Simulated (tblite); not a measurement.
C2H12O2Si4.
SMILES with atom numbers: `[SiH3:1][O:2][Si@@H:3]1[CH2:4][SiH2:5][SiH2:6][CH2:7][O:8]1` (hydrogens: H9, H10, H11 on Si1; H12 on Si3; H13, H14 on C4; H15, H16 on Si5; H17, H18 on Si6; H19, H20 on C7)

Geometry (GFN2-xTB, Å), atoms numbered from 1 in this order:
```xyz
20
C2H12O2Si4 angstrom
Si     2.616    0.987    0.377
O      1.755   -0.318    0.779
Si     0.472   -1.316    0.695
C      0.112   -1.639   -1.144
Si    -0.656   -0.106   -1.979
Si    -2.195    0.765   -0.478
C     -1.417    0.576    1.269
O     -0.812   -0.691    1.451
H      1.729    2.154    0.315
H      3.606    1.109    1.442
H      3.218    0.743   -0.935
H      0.781   -2.454    1.539
H      1.018   -1.949   -1.661
H     -0.585   -2.473   -1.218
H     -1.238   -0.522   -3.270
H      0.417    0.848   -2.318
H     -3.492    0.071   -0.425
H     -2.510    2.198   -0.586
H     -2.163    0.676    2.061
H     -0.661    1.352    1.437
```

All values are computed: GFN2-xTB (tblite) harmonic vibrations without scaling, gas phase. The method is semi-empirical: single wavenumbers can be off by several per cent or more. Modes of hydrogen on silicon can be 10 to 20 % off. One conformer, not necessarily the lowest.

Harmonic wavenumbers (cm⁻¹): 34.0, 53.1, 63.4, 83.7, 98.9, 130.0, 177.3, 201.5, 265.8, 292.5, 346.0, 412.3, 424.0, 441.9, 526.3, 550.9, 564.8, 597.6, 603.1, 610.3, 620.4, 636.8, 647.4, 714.7, 718.4, 735.7, 765.5, 771.1, 784.0, 786.3, 792.3, 816.1, 825.8, 834.6, 1000.3, 1082.6, 1113.7, 1121.9, 1207.2, 1274.9, 1456.5, 1474.7, 2141.3, 2157.6, 2177.8, 2186.0, 2205.2, 2245.9, 2286.1, 2378.2, 2885.7, 2931.6, 2982.0, 2997.9.

A = 1318, B = 746.4, C = 695.0 MHz; mass 179.991 u (most abundant isotopes); point group C1, symmetry number 1.

**Question.** Zero-point energy?

**Answer.** Half the sum of the wavenumbers: 28117 cm⁻¹ = 80.39 kcal/mol.

**Question.** What is S at 200 K and 1 bar for an ideal gas of classical rigid rotors and harmonic oscillators?

**Answer.** Translation 39.51, rotation 29.34, vibration 28.80: S = 97.7 cal/(mol K).

**Question.** And Cp and H(200 K) − H(0)?

**Answer.** Cp = 37.47 cal/(mol K), of which vibrations give 29.52 (their classical limit is 54 R = 107.3); H(200 K) − H(0) = 4.59 kcal/mol without the zero-point energy, 3.00 from vibrations.

**Question.** What must be added to the electronic energy to get the Gibbs energy at 200 K and 1 bar?

**Answer.** ZPE + [H(200 K) − H(0)] − T·S = 80.39 + 4.59 − 19.53 = 65.45 kcal/mol.

**Question.** Which modes carry the vibrational entropy at 200 K?

**Answer.** 34.0 cm⁻¹: 4.79; 53.1 cm⁻¹: 3.91; 63.4 cm⁻¹: 3.56; 83.7 cm⁻¹: 3.03; 98.9 cm⁻¹: 2.71; 130.0 cm⁻¹: 2.19 cal/(mol K); the other 48 give 8.61 together.

**Question.** Blend soft modes into free rotors: weight 1/[1 + (100 cm⁻¹/ν̃)⁴] for the oscillator and the rest for a rotor with moment μB/(μ + B), μ = h/(8π²ν), B = 10⁻⁴⁴ kg m². What vibrational entropy results?

**Answer.** 25.92 cal/(mol K) in place of 28.80, which changes −T·S at 200 K by +0.58 kcal/mol.

**Question.** How do the functions run with temperature in this model?

**Answer.** 
```json
{"T (K)": "50", "S (cal/(mol K))": "63.8", "Cp (cal/(mol K))": "16.6", "H − H(0) (kcal/mol)": "0.59", "G − H(0) (kcal/mol)": "-2.60", "ln q(vib)": "1.08"}
{"T (K)": "100", "S (cal/(mol K))": "77.4", "Cp (cal/(mol K))": "23.2", "H − H(0) (kcal/mol)": "1.59", "G − H(0) (kcal/mol)": "-6.15", "ln q(vib)": "3.08"}
{"T (K)": "298.15", "S (cal/(mol K))": "115.3", "Cp (cal/(mol K))": "51.4", "H − H(0) (kcal/mol)": "8.98", "G − H(0) (kcal/mol)": "-25.40", "ln q(vib)": "10.63"}
{"T (K)": "373.15", "S (cal/(mol K))": "127.8", "Cp (cal/(mol K))": "60.0", "H − H(0) (kcal/mol)": "13.17", "G − H(0) (kcal/mol)": "-34.52", "ln q(vib)": "13.41"}
{"T (K)": "500", "S (cal/(mol K))": "147.0", "Cp (cal/(mol K))": "70.9", "H − H(0) (kcal/mol)": "21.51", "G − H(0) (kcal/mol)": "-51.98", "ln q(vib)": "18.00"}
{"T (K)": "750", "S (cal/(mol K))": "178.6", "Cp (cal/(mol K))": "84.9", "H − H(0) (kcal/mol)": "41.12", "G − H(0) (kcal/mol)": "-92.82", "ln q(vib)": "26.34"}
{"T (K)": "1000", "S (cal/(mol K))": "204.3", "Cp (cal/(mol K))": "93.7", "H − H(0) (kcal/mol)": "63.52", "G − H(0) (kcal/mol)": "-140.78", "ln q(vib)": "33.76"}
```

q(vib) and H(0) count from the zero-point level.

Hindered rotation and anharmonicity are outside this model. Other conformers, if any are populated, would add a mixing term that is left out. The structure is chiral; the term R ln 2 for an equal mix with its mirror image is left out.
